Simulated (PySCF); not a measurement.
## Unknown compound

Molecular formula: C₁₀H₁₆. Simulated spectra:

¹H NMR (300 MHz, computed): δ 5.41 (m, 1H), 2.45 (m, 1H), 2.42 (m, 1H), 2.41 (m, 1H), 1.83 (m, 1H), 1.79 (s, 3H), 1.76 (m, 1H), 1.29 (s, 3H), 1.10 (m, 1H), 0.91 (s, 3H).

¹³C{¹H} NMR (computed): δ 153.9, 123.7, 50.0, 43.8, 40.4, 36.7, 34.1, 28.5, 26.4, 22.0.

Theoretical values (PySCF 2.14.0 with density-fitted response routines): structure optimised with PBE0-D3(BJ)/def2-SVP, shielding tensors at PBE/pcSseg-1 (GIAO). One conformer, equivalent nuclei averaged, non-relativistic, no solvent model.

δ = σ(ref) − σ, references computed at the same level: ¹H (σ = 31.20 ppm), ¹³C (σ = 180.03 ppm) against TMS.

Q: What is the structure?

A: 
Rings plus π bonds: 3 (2 rings in the answer). 10 carbon signals for 10 carbons: no two carbons are equivalent. Carbon types of the structure: 2 × C, 3 × CH, 2 × CH2, 3 × CH3, which accounts for all hydrogens. δC 153.9: fully substituted alkene carbon; as expected for a trigonal carbon in a double bond. δC 123.7: alkene CH; an sp2 carbon of a C=C bond. δC 50.0: allylic sp3 CH; a saturated carbon with 3 carbon neighbours and no heteroatom attached. δC 43.8: sp3 CH in a ring; a saturated carbon with 3 carbon neighbours and no heteroatom attached. δC 40.4: quaternary sp3 carbon in a ring; aliphatic region, no heteroatom directly attached. δC 26.4: allylic methyl carbon; saturated and bonded to C and H only. δH 1.76: hydrogen on an allylic sp3 CH; allylic position.

Structure: SMILES CC1(C)[C@@H]2CC=C(C)[C@H]1C2.

The data come from this structure; uniqueness wasn't tested.

Shifts are as computed. Against solution values, carbons near 30 ppm lie about +2 ppm off and those near 130 ppm about +2 ppm. Of 1211 compounds with measured shifts, 218 miss one by over three times the rms of a fit or turn the order of signals round; such compounds aren't used in these exercises. No couplings were computed; multiplicities are counted from neighbouring protons, with m where these are inequivalent, close in shift, in a saturated or five-membered ring or joined by F or P, and br s for small geminal =CH2 splittings.
